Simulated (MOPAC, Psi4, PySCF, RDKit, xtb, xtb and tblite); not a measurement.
Two geometries of SMILES CC(=O)C[SiH2]c1ccco1, relaxed at GFN2-xTB with one dihedral held; other torsions can differ between them too.

Structure A

```
20

C      2.0918     0.7652     1.8884
C      0.9800    -0.1513     1.4479
O     -0.1662    -0.0031     1.8016
C      1.3557    -1.2627     0.5222
Si    -0.2495    -1.8127    -0.3574
C      0.2612    -3.0413    -1.6805
C      1.4477    -3.6083    -2.0662
C      1.1592    -4.4773    -3.1410
C     -0.1846    -4.3813    -3.3378
O     -0.7312    -3.5234    -2.4671
H      1.7529     1.4201     2.6870
H      2.9519     0.1876     2.2186
H      2.3993     1.3735     1.0390
H      1.7452    -2.0803     1.1303
H      2.1615    -0.9587    -0.1444
H     -1.1540    -2.4739     0.5829
H     -0.8706    -0.6484    -0.9933
H      2.4092    -3.4246    -1.6309
H      1.8497    -5.0858    -3.6888
H     -0.8400    -4.8570    -4.0411
```

Structure B

```
20

C     -2.7288     0.8047    -0.6439
C     -1.7542    -0.3397    -0.7716
O     -1.1999    -0.5974    -1.8133
C     -1.5201    -1.1257     0.4792
Si    -0.8272    -0.0846     1.9274
C      0.6343     0.8971     1.3010
C      1.2535     1.0016     0.0817
C      2.3220     1.9093     0.2446
C      2.2831     2.2957     1.5501
O      1.2751     1.6954     2.1943
H     -3.0912     1.0977    -1.6260
H     -2.2028     1.6505    -0.2031
H     -3.5621     0.5433     0.0016
H     -2.4696    -1.5462     0.8079
H     -0.8478    -1.9530     0.2537
H     -0.4214    -1.0031     2.9977
H     -1.8648     0.8261     2.4324
H      0.9735     0.4919    -0.8176
H      3.0197     2.2292    -0.5020
H      2.8975     2.9691     2.1155
```

Which is lower in energy at the level PBE0-D3(BJ)/def2-SVP // GFN2-xTB (Psi4), and by how much?

B is lower, by 8.25 kJ/mol (dihedral O3–C2–C4–Si5: 20° in A, 120° in B).

E(B) − E(A) in kJ/mol at the other levels, on the same two geometries: GFN2-xTB (xtb and tblite) -3.21; MMFF94 // GFN2-xTB (RDKit) -11.98; PBE0/def2-SVP // GFN2-xTB (Psi4) -4.32; PBE/def2-SVP // GFN2-xTB (Psi4) -5.39; PBE-D3(BJ)/def2-SVP // GFN2-xTB (Psi4) -9.38; UFF // GFN2-xTB (RDKit) -18.37; AM1, restricted, heats of formation // GFN2-xTB (MOPAC) -3.21; PM7, restricted, heats of formation // GFN2-xTB (MOPAC) -2.99; GFN1-xTB // GFN2-xTB (xtb) 6.43; restricted B3LYP/6-31G*, spherical d, density fitting // GFN2-xTB (PySCF) -4.11; restricted B3LYP/3-21G, density fitting // GFN2-xTB (PySCF) 2.83; restricted Hartree-Fock/3-21G, density fitting // GFN2-xTB (PySCF) 4.16; restricted LDA (SVWN5)/6-31G*, spherical d, density fitting // GFN2-xTB (PySCF) -7.92.
